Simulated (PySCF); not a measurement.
Isomers of C4H12N4Si, mass 144.083 u with the commonest isotopes. The calculation used PBE0/pcSseg-1 in PySCF (dipole) on a GFN2-xTB geometry, gas phase. One conformer each, none proved a minimum here; rigid rotors.

Question: Order these by rotational constant B, largest first.
A. `[N:1]#[C:2][SiH2:3][NH:4][CH:5]([CH2:6][NH2:7])[CH2:8][NH2:9]` with C2–Si3–N4–C5 52°, Si3–N4–C5–C6 97°, N4–C5–C6–N7 -162°, C5–C6–N7–H -54° and -173°, N4–C5–C8–N9 171°
B. `[CH3:1][NH:2][Si@@H:3]([NH2:4])[NH:5][CH2:6][CH2:7][C:8]#[N:9]` with C1–N2–Si3–N4 65°, N2–Si3–N4–H -47° and 180°, N2–Si3–N5–C6 88°, Si3–N5–C6–C7 99°, N5–C6–C7–C8 -63°
C. `[CH3:1][NH:2][CH2:3][Si@@:4]([NH2:5])([C:6]#[N:7])[NH:8][CH3:9]` with C1–N2–C3–Si4 -73°, N2–C3–Si4–N5 -44°, C3–Si4–N5–H 31° and 173°, C3–Si4–N8–C9 -71°

Answer: C (980.9 MHz), A (763.4 MHz), B (722.0 MHz).

Question: Order these by out-of-plane moment Σ m c² = (Ia + Ib − Ic)/2, largest first.
A. `[CH3:1][NH:2][Si@@H:3]([NH2:4])[NH:5][CH2:6][CH2:7][C:8]#[N:9]` with C1–N2–Si3–N4 65°, N2–Si3–N4–H -47° and 180°, N2–Si3–N5–C6 88°, Si3–N5–C6–C7 99°, N5–C6–C7–C8 -63°
B. `[N:1]#[C:2][SiH2:3][NH:4][CH:5]([CH2:6][NH2:7])[CH2:8][NH2:9]` with C2–Si3–N4–C5 52°, Si3–N4–C5–C6 97°, N4–C5–C6–N7 -162°, C5–C6–N7–H -54° and -173°, N4–C5–C8–N9 171°
C. `[CH3:1][NH:2][CH2:3][Si@@:4]([NH2:5])([C:6]#[N:7])[NH:8][CH3:9]` with C1–N2–C3–Si4 -73°, N2–C3–Si4–N5 -44°, C3–Si4–N5–H 31° and 173°, C3–Si4–N8–C9 -71°

Answer: C (100.86 u·Å²), B (93.04 u·Å²), A (82.46 u·Å²).

Question: Order these by rotational constant A, smallest first.
A. `[N:1]#[C:2][SiH2:3][NH:4][CH:5]([CH2:6][NH2:7])[CH2:8][NH2:9]` with C2–Si3–N4–C5 52°, Si3–N4–C5–C6 97°, N4–C5–C6–N7 -162°, C5–C6–N7–H -54° and -173°, N4–C5–C8–N9 171°
B. `[CH3:1][NH:2][CH2:3][Si@@:4]([NH2:5])([C:6]#[N:7])[NH:8][CH3:9]` with C1–N2–C3–Si4 -73°, N2–C3–Si4–N5 -44°, C3–Si4–N5–H 31° and 173°, C3–Si4–N8–C9 -71°
C. `[CH3:1][NH:2][Si@@H:3]([NH2:4])[NH:5][CH2:6][CH2:7][C:8]#[N:9]` with C1–N2–Si3–N4 65°, N2–Si3–N4–H -47° and 180°, N2–Si3–N5–C6 88°, Si3–N5–C6–C7 99°, N5–C6–C7–C8 -63°

Answer: B (1712 MHz), A (1864 MHz), C (2292 MHz).

```json
{"SMILES": "CN[Si@@H](N)NCCC#N", "point group": "C1", "Ia (u·Å²)": "220.50", "Ib (u·Å²)": "699.97", "Ic (u·Å²)": "755.55", "κ": "-0.93", "μa (D)": "0.68", "μb (D)": "2.37", "μc (D)": "2.20"}
{"SMILES": "N#C[SiH2]NC(CN)CN", "point group": "C1", "Ia (u·Å²)": "271.14", "Ib (u·Å²)": "662.01", "Ic (u·Å²)": "747.08", "κ": "-0.85", "μa (D)": "2.32", "μb (D)": "2.38", "μc (D)": "3.20"}
{"SMILES": "CNC[Si@@](N)(C#N)NC", "point group": "C1", "Ia (u·Å²)": "295.27", "Ib (u·Å²)": "515.22", "Ic (u·Å²)": "608.78", "κ": "-0.66", "μa (D)": "0.61", "μb (D)": "3.70", "μc (D)": "0.82"}
```
